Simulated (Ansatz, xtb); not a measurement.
## ClFSi3: which of two structures lies lower

We compare X, a singlet given by its coordinates, with Y, a singlet given by its coordinates. Both are isolated molecules in the gas phase, relaxed with BLYP-D3(BJ)/def2-SVP.

X (Å):

```xyz
5

Cl   -0.0766   -0.5811   -0.8868
F    -0.3595    1.3716    1.2882
Si   -1.3952    0.5391    0.3281
Si   -3.6042    0.5508    0.4513
Si   -2.9524   -1.5862    0.0250
```

Close contacts (Å): Cl1–Si3 2.11, F2–Si3 1.64, Si3–Si4 2.21, Si3–Si5 2.65, Si4–Si5 2.27.

Y (Å):

```yaml
atoms:
  - { symbol: Cl, position_ang: [-0.8351, 0.2330, 2.3582] }
  - { symbol: F, position_ang: [1.0091, 2.8884, -2.1112] }
  - { symbol: Si, position_ang: [0.0782, 1.7461, -1.3906] }
  - { symbol: Si, position_ang: [-1.4790, 0.0474, -1.7829] }
  - { symbol: Si, position_ang: [-0.6562, 0.6957, 0.3296] }
```

Close contacts (Å): Cl1–Si5 2.09, F2–Si3 1.64, Si3–Si4 2.34, Si3–Si5 2.15, Si4–Si5 2.36.

**Question.** Which of the two would you expect CCSD(T)/def2-SVP + ΔMP2/def2-TZVPP electronic energies to favour?

**Answer.** Structure Y; the calculation gives E(Y) − E(X) = −11.9 kJ/mol.

How the difference moves with the method:

```
                             level              geometry  E(Y) − E(X) (kJ/mol)  departure from the last row (kJ/mol)  job, with rough time for the two
              BLYP-D3(BJ)/def2-SVP  BLYP-D3(BJ)/def2-SVP                   −11.2                                  +0.7                optimisation, 98 s
                       HF/def2-SVP  BLYP-D3(BJ)/def2-SVP                   −25.2                                 −13.3           part of the CCSD(T) run
                      MP2/def2-SVP  BLYP-D3(BJ)/def2-SVP                   −17.8                                  −5.9           part of the CCSD(T) run
                  CCSD(T)/def2-SVP  BLYP-D3(BJ)/def2-SVP                   −12.1                                  −0.2                      single point
CCSD(T)/def2-SVP + ΔMP2/def2-TZVPP  BLYP-D3(BJ)/def2-SVP                   −11.9                                                      single point, 63 s
```

The levels shown agree on the order. The largest departure from CCSD(T)/def2-SVP + ΔMP2/def2-TZVPP is that of HF/def2-SVP, 13.3 kJ/mol. Levels run at GFN2-xTB geometries aren't shown. The last row adds to CCSD(T) the change of the MP2 difference between the two basis sets, here +0.2 kJ/mol.

With harmonic frequencies from BLYP-D3(BJ)/def2-SVP (ideal gas, rigid rotor, one conformer each, 298.15 K, 1 atm): the zero-point term adds +0.9 kJ/mol; ΔH is −11.3 and ΔG −10.7 kJ/mol.

The T1 diagnostic of structure X is large, so the coupled-cluster value is less sure. The correlated steps freeze 21 core orbitals. Mirror images aren't counted in ΔG. Programs: Ansatz 0.2.0; the last row on 1 thread of AMD EPYC (Zen 3) on a shared host.
